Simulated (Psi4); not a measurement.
iminoborane (H2BN), singlet, at a GFN2-xTB geometry. Base run: B3LYP/def2-SVP (Psi4).

Geometry (Å):
```xyz
4

B      0.6974     0.0176     0.0159
N     -0.5420    -0.0108    -0.0104
H      1.8368     0.0404     0.0379
H     -1.5301    -0.0530    -0.0441
```
All else is at Psi4's defaults (density fitting).
Base energy -80.74652 Eh.

Each row names what was changed in the base input (with any setting that the change needs).

```tsv
change	ΔE vs base (mEh)	SCF cycles	grid points	basis functions
base	0.000	8	87336	38
dft_spherical_points = 974	0.000	8	281325	38
scf_type = direct	0.010	10	87336	38
guess = gwh	0.000	9	87336	38
diis_max_vecs = 3	0.000	11	87336	38
dft_radial_scheme = becke	0.000	8	77047	38
guess = modhuckel	0.000	8	87336	38
scf_initial_accelerator = ediis	0.000	8	87336	38
dft_radial_points = 99	0.000	8	114888	38
guess = huckel	0.000	8	87336	38
guess = core	0.000	11	87336	38
df_basis_scf = cc-pvtz-jkfit	0.006	8	87336	38
basis_guess = true	0.000	6	87336	38
```
